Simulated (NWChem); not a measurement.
SiH$_{3}$S$_{3}$Cl; SMILES S[Si](S)(S)Cl

```xyz
8

S     -1.0381    -0.7437    -1.7021
Si     0.0001    -0.0021     0.0000
S     -0.8864    -0.8207     1.7519
S      2.0267    -0.6401    -0.1033
Cl    -0.0960     2.0680     0.0502
H     -2.1545    -0.0154    -1.4687
H     -0.1954    -0.0243     2.6002
H      2.3436     0.1854    -1.1277
```
Atoms are numbered in this order, from 1.

All runs: NWChem. Pople sets run with spherical d functions. Geometry: optimised at PBE0/def2-SVP. Vertical excitations in the gas phase.

Estimate the computed values for B3LYP/6-31G*, TDA. Quantities: lowest excitation, singlet (eV); oscillator strength of that lowest state; orbital gap (eV).


```json
{
 "lowest excitation, singlet (eV)": "5.88",
 "oscillator_strength_of_that_lowest_state": "0.010",
 "orbital gap (eV)": "6.95"
}
```
